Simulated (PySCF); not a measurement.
A species of formula C3H11NO2Si3 has this rotational fingerprint, computed with PBE0/pcSseg-1 in PySCF (dipole) on a GFN2-xTB geometry, gas phase:

| Property | Result |
| --- | --- |
| Rotational constants | A = 1181, B = 922.7, C = 553.0 MHz |
| Dipole components | \|μa\| = 1.65 D, \|μb\| = 2.80 D, \|μc\| = 0.54 D |
| Inertial defect | -61.63 u·Å² |
| κ | 0.18 |

Question: Which candidate fits, each taken in the one conformer that was computed?
A. `[CH3:1]/[N:2]=[CH:3]/[C@@H:4]1[SiH2:5][O:6][Si@@H:7]1[O:8][SiH3:9]` with N2–C3–C4–Si5 17°, O6–Si7–O8–Si9 -47°
B. `[CH2:1]=[CH:2][Si@@H:3]([CH:4]=[O:5])[N:6]([SiH3:7])[SiH2:8][OH:9]` with C1–C2–Si3–C4 129°, C2–Si3–C4–O5 124°, C2–Si3–N6–Si7 -128°, Si3–N6–Si8–O9 -1°, N6–Si8–O9–H -52°
C. `[CH3:1][NH:2][SiH2:3][C:4](=[O:5])[SiH2:6][C:7](=[O:8])[SiH3:9]` with C1–N2–Si3–C4 -173°, N2–Si3–C4–O5 -147°, Si3–C4–Si6–C7 -140°, C4–Si6–C7–O8 126°

Answer: B. It is C=C[Si@@H](C=O)N([SiH3])[SiH2]O, an asymmetric top, point group C1. The candidates at the same level (rigid rotor, commonest isotopes):

| SMILES | A (MHz) | B (MHz) | C (MHz) | μa (D) | μb (D) | μc (D) | Δ (u·Å²) | point group | rotor |
| --- | --- | --- | --- | --- | --- | --- | --- | --- | --- |
| CN[SiH2]C(=O)[SiH2]C(=O)[SiH3] | 1833 | 498.5 | 438.8 | 4.13 | 0.46 | 1.11 | -137.83 | C1 | near-prolate asymmetric top |
| C=C[Si@@H](C=O)N([SiH3])[SiH2]O | 1181 | 922.7 | 553.0 | 1.65 | 2.80 | 0.54 | -61.63 | C1 | asymmetric top |
| C/N=C/[C@@H]1[SiH2]O[Si@@H]1O[SiH3] | 1136 | 996.2 | 652.2 | 1.17 | 1.79 | 1.28 | -177.37 | C1 | asymmetric top |

`CN[SiH2]C(=O)[SiH2]C(=O)[SiH3]` has A 55 % too high; `C/N=C/[C@@H]1[SiH2]O[Si@@H]1O[SiH3]` has C 18 % too high. No structure here is proved a minimum.
